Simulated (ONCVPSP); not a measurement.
# Cd, ONCV: configuration errors across variants

ONCVPSP 4.0.1 input, shortened (lines: element, Z, core and valence counts, functional; n l f; lmax; l rc ep ncon nbas qcut; lloc lpopt rc5 dvloc0; l nproj debl; icmod fcfact rcfact), PBE, scalar-relativistic:

```
  Cd 48.00    6    4        4      upf
    1    0    2.00
    2    0    2.00
    2    1    6.00
    3    0    2.00
    3    1    6.00
    3    2   10.00
    4    0    2.00
    4    1    6.00
    4    2   10.00
    5    0    2.00
    2
    0    1.20    0.00    3    6    9.60
    1    1.65    0.00    4    7   10.10
    2    1.60    0.00    4    9    9.50
    4    3    0.75    0.00
    0    3    3.80
    1    3    3.10
    2    2    3.00
    3    5.25    1.20
```

All-electron excitation energies from the reference (eV): (1) 4s2 4p6 4d10 5s1 9.273; (2) 4s2 4p6 4d10 5s0 26.399; (3) 4s2 4p6 4d9 5s0 64.408; (4) 4s1 4p6 4d10 5s2 113.516.

1 further variants failed, have other tests or another functional or relativity, and are left out.

A true bound ghost makes a file unfit for plane-wave use even where its test errors are small: the radial tests pick states by their node count and pass the ghost by.

Errors AE − PS in meV (a dash: test not solved or not reliable):

```csv
change,(1),(2),(3),(4),bound ghosts,GHOST(+) flags above zero
base,-1.0,-2.8,+56,-162,d,s
"core correction Teter function, fcfact 1.3, rcfact 1.2",-1.0,-2.7,+57,-148,d,s
"d: ncon 3, nbas 8",-1.3,-4.0,-8.9,-112,none,s
p: qcut 11.2,-1.0,-2.9,+56,-165,d,s
"d: rc 1.2, qcut 12.7, nproj 0; local potential the d channel",-1.4,-4.4,-6.7,-74,none,s
"core correction Teter function, fcfact 5.25, rcfact 1.56",-1.2,-4.1,+54,-173,d,s
d: rc 1.34,-1.4,-4.5,-8.4,-87,none,s
p: qcut 5.6,-1.1,-3.3,+54,-172,"p, d","s, p"
"core correction Teter function fitted to the true core (icmod 2), fcfact 0.65",-1.1,-3.2,+55,-176,d,s
```

Q: Give the same row for: all radii but the core radius scaled by about 1.14 (s 1.36, p 1.88, d 1.82 bohr); local potential polynomial inside 0.86 bohr (lpopt 3, dvloc0 0 Ha).

A: -1.4, -4.4, -7.7, -177; bound ghosts: none; GHOST(+) flags above zero: s.
